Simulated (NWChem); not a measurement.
Molecule: CH5ClSSi; SMILES CS[SiH2]Cl

```xyz
9

Si     0.8962    -0.4592    -0.2409
Cl    -0.3124    -2.0742     0.2990
S      0.2376     1.4099     0.5420
C     -1.3406     1.6530    -0.3869
H      2.2459    -0.6821     0.3216
H      0.8985    -0.4431    -1.7234
H     -1.1695     1.6355    -1.4659
H     -1.7162     2.6375    -0.1009
H     -2.0755     0.8948    -0.1092
```
Atoms are numbered in this order, from 1.

Results from NWChem. Structure relaxed at the B3LYP/6-31G* (spherical d) level. Level: B3LYP/def2-SVP with SMD (1 M gas to 1 M solution), gas-phase geometry. Reactions with the solvent are ignored.

Among these, which solvent gives the highest value of “solvation free energy (kcal/mol)”?
A) dichloromethane
B) acetone
C) chloroform
D) water

D, water. Values: dichloromethane -4.3; chloroform -4.2; acetone -4.1; water 0.0
